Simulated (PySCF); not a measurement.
# Worked example: dipole moment from atomic charges

B(GeH3)(H)2 (BGeH₅), SMILES [BH2][GeH3]. Atoms are numbered in the order given.

```xyz
7

B     -1.7263     0.0153     0.0000
Ge     0.3328     0.0021     0.0000
H      0.9406     0.6652     1.2448
H      0.9406     0.6652    -1.2448
H      0.7795    -1.4720     0.0000
H     -2.3394    -0.0011    -1.0249
H     -2.3394    -0.0011     1.0249
```
Charge 0, spin multiplicity 1.

Geometry optimised at ωB97X-D3(BJ)/def2-TZVP.

Charges (e) from PySCF with HF/def2-TZVPD:

```tsv
atom	ESP fit	IAO
B1	0.350	-0.112
Ge2	0.186	0.521
H3	-0.088	-0.140
H4	-0.088	-0.140
H5	-0.085	-0.133
H6	-0.137	0.002
H7	-0.137	0.002
```

The dipole moment of the full density is 0.62 D.

Question: What dipole moment does each set of point charges give, and which comes closer to that of the density?

Answer: 
μ = Σ q r, and 1 e Å = 4.8032 D.
ESP fit: Σ q r = (-0.133, 0.014, 0.000) e Å, |μ| = 0.64 D.
IAO: Σ q r = (-0.010, 0.009, 0.000) e Å, |μ| = 0.06 D.
ESP fit comes closer in size. Point charges leave out the atoms' own dipoles (lone pairs, polarised bonds); fits to the potential absorb them, partitions of the density don't.
